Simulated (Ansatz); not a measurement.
C₂H₁₁AlAsNSiZn, 18 atoms. The species carries charge 0 and has multiplicity 1. For Zn the d shell is correlated and the shells below it are frozen. Correlated methods include outer-core shells of As, which these sets cover unevenly. Scalar relativity is left out up to krypton. The bonds changed during the relaxation, so this is another structure than the one it started from. Hardware: A = 4 threads of an AMD EPYC 7R13 on a shared host and a share of an NVIDIA H100 80 GB; B = 4 threads of an AMD EPYC 7R13 on a shared host. Correlated methods freeze the cores.

(1) How many basis functions does each run have, and how long does it take in Ansatz? RKS PBE0-D4/def2-TZVP relaxation (20 steps) [A]; RKS PBE0-D4/def2-QZVPP energy [A]; RKS ωB97M-V/def2-QZVPP energy [A]; RKS PBE0-D4/def2-SVP energy [B]; RKS ωB97M-V/def2-SVP energy [B]; RHF-CCSD(T) with 3s3p of Cu, Zn/def2-SVP energy [A]; direct RPA on PBE orbitals with 3s3p of Cu, Zn/def2-TZVPP energy [A]; RKS r2SCAN0-D4/def2-TZVPP energy [A]; RKS ωB97M-V/def2-TZVPP energy and forces [A]; RKS B97M-V/def2-TZVPP energy [A]; RKS r2SCAN-D4/def2-TZVPP energy and forces [A]; RHF-CCSD(T) with 3s3p of Cu, Zn/def2-TZVPP energy [A]. (An estimate is asked.)

Results:

(1) Computed: Other jobs shared the machine, so times are rough.

| level | job | functions | wall time | peak host memory (GiB) |
| --- | --- | --- | --- | --- |
| RHF-CCSD(T) with 3s3p of Cu, Zn/def2-SVP | energy [A] | 196 | 3.4 s | 0.8 |
| RKS r2SCAN0-D4/def2-TZVPP | energy [A] | 443 | 4.1 s | 0.95 |
| RKS PBE0-D4/def2-SVP | energy [B] | 196 | 5.5 s | 0.76 |
| RKS r2SCAN-D4/def2-TZVPP | energy and forces [A] | 443 | 6 s | 0.96 |
| direct RPA on PBE orbitals with 3s3p of Cu, Zn/def2-TZVPP | energy [A] | 443 | 7.5 s | 2.2 |
| RKS B97M-V/def2-TZVPP | energy [A] | 443 | 8 s | 1.1 |
| RKS ωB97M-V/def2-TZVPP | energy and forces [A] | 443 | 12 s | 1.2 |
| RKS PBE0-D4/def2-QZVPP | energy [A] | 830 | 12 s | 1.4 |
| RKS ωB97M-V/def2-QZVPP | energy [A] | 830 | 12 s | 1.5 |
| RKS ωB97M-V/def2-SVP | energy [B] | 196 | 17 s | 1.1 |
| RHF-CCSD(T) with 3s3p of Cu, Zn/def2-TZVPP | energy [A] | 443 | 39 s | 0.89 |
| RKS PBE0-D4/def2-TZVP | relaxation (20 steps) [A] | 329 | 88 s | 1.1 |
